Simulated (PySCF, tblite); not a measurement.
Species: CH₇NSi₃.
Numbering: `[N:1]#[C:2][SiH2:3][SiH2:4][SiH3:5]` (hydrogens: H6, H7 on Si3; H8, H9 on Si4; H10, H11, H12 on Si5)

Geometry (GFN2-xTB, Å), atoms numbered from 1 in this order:
```
atom  x, y, z in Å
N1     3.0188    1.3717    0.2366
C2     2.4112    0.3997    0.2529
Si3    1.3621   -1.1443    0.2386
Si4   -0.5966   -0.6405   -0.9051
Si5   -1.7916    1.1772   -0.1042
H6     1.1930   -1.4469    1.6656
H7     2.2674   -2.1561   -0.3184
H8    -1.4134   -1.8676   -0.8864
H9    -0.2550   -0.4780   -2.3282
H10   -2.1709    0.9655    1.2957
H11   -0.9933    2.4008   -0.1637
H12   -3.0305    1.4179   -0.8475
```

Computed with PBE0/pcSseg-1 in PySCF (dipole) on a GFN2-xTB geometry, gas phase.

Masses are those of the commonest isotopes; rigid-rotor values at the optimised geometry. The values belong to one conformer with, in the numbering `[N:1]#[C:2][SiH2:3][SiH2:4][SiH3:5]`, C2–Si3–Si4–Si5 -55°.

(1) Give the principal moments of inertia and the rotational constants in MHz.

(2) What kind of rotor is it?

(3) Is it planar, by Δ = Ic − Ia − Ib?

(4) Give the other two planar moments, Paa and Pbb, and the rms extents of the mass along the axes.

(5) List the rotational levels J(Ka,Kc) to J = 3 (MHz).

(6) Which lines would a microwave search look for?

(7) Estimate the classical rotational partition function at 25 K, 100 K and 298.15 K.

## Answers

(1) Ia = 155.61, Ib = 397.74, Ic = 506.79 u·Å²; 505379 MHz·u·Å²/I gives A = 3248, B = 1271, C = 997.2 MHz.

(2) An asymmetric top. Ray's parameter κ = (2B − A − C)/(A − C) = -0.757; −1 is the prolate and +1 the oblate limit.

(3) Not planar: Δ = Ic − Ia − Ib = -46.56 u·Å². For a rigid frame Δ = −2 Σ m c², so Σ m c² = 23.28 u·Å² lies off the ab plane: 10.22 from hydrogen and 13.06 from heavier atoms. The atom farthest from that plane is 1.93 Å away.

(4) Paa = Σ m a² = (Ib + Ic − Ia)/2 = 374.46 and Pbb = Σ m b² = (Ia + Ic − Ib)/2 = 132.33 u·Å². With the mass M = 116.99 u, the rms extents √(P/M) along a, b and c are 1.79, 1.06, 0.45 Å.

(5) Above 0(0,0):
J = 1: 1(0,1) 2268, 1(1,1) 4245, 1(1,0) 4518
J = 2: 2(0,2) 6777, 2(1,2) 8507, 2(1,1) 9328, 2(2,1) 15259, 2(2,0) 15286
J = 3: 3(0,3) 13476, 3(1,3) 14885, 3(1,2) 16524, 3(2,2) 22063, 3(2,1) 22193, 3(3,1) 32648, 3(3,0) 32650
Those of J = 1 are B + C, A + C and A + B.

(6) The dipole components are |μa| = 2.37 D, |μb| = 2.92 D, |μc| = 0.64 D. Intensities carry the squares of the components, which stand as 0.66 : 1.00 : 0.05 (a : b : c). Some lines, for components of 0.1 D or more:

```csv
type,branch,"J(Ka,Kc)",MHz,lower level (cm⁻¹)
a,Q,"2(1,1) ← 2(1,2)",820,0.284
c,Q,"2(1,2) ← 2(0,2)",1730,0.226
c,Q,"1(1,1) ← 1(0,1)",1977,0.076
b,Q,"1(1,0) ← 1(0,1)",2251,0.076
a,R,"1(0,1) ← 0(0,0)",2268,0.000
b,R,"2(0,2) ← 1(1,1)",2532,0.142
b,Q,"2(1,1) ← 2(0,2)",2550,0.226
b,R,"1(1,1) ← 0(0,0)",4245,0.000
a,R,"2(1,2) ← 1(1,1)",4262,0.142
a,R,"2(0,2) ← 1(0,1)",4509,0.076
c,R,"1(1,0) ← 0(0,0)",4518,0.000
a,R,"2(1,1) ← 1(1,0)",4809,0.151
c,Q,"2(2,1) ← 2(1,1)",5932,0.311
b,Q,"2(2,0) ← 2(1,1)",5958,0.311
b,R,"2(1,2) ← 1(0,1)",6239,0.076
b,Q,"2(2,1) ← 2(1,2)",6752,0.284
c,R,"2(1,1) ← 1(0,1)",7060,0.076
b,R,"2(2,1) ← 1(1,0)",10741,0.151
c,R,"2(2,0) ← 1(1,0)",10767,0.151
c,R,"2(2,1) ← 1(1,1)",11014,0.142
b,R,"2(2,0) ← 1(1,1)",11041,0.142
```

(7) Point group C1, symmetry number σ = 1; q = (√π/σ)·√((kT/h)³/(ABC)), k/h = 20836.6 MHz/K: 10400 at 25 K, 83100 at 100 K, 428000 at 298.15 K.

Its GFN2-xTB frequencies are all real (lowest 16 cm⁻¹). Zero-point vibration and centrifugal distortion are left out. A rigid rotor knows nothing of internal rotation, which can split or shift real lines. Quadrupole hyperfine structure (14N) is left out.
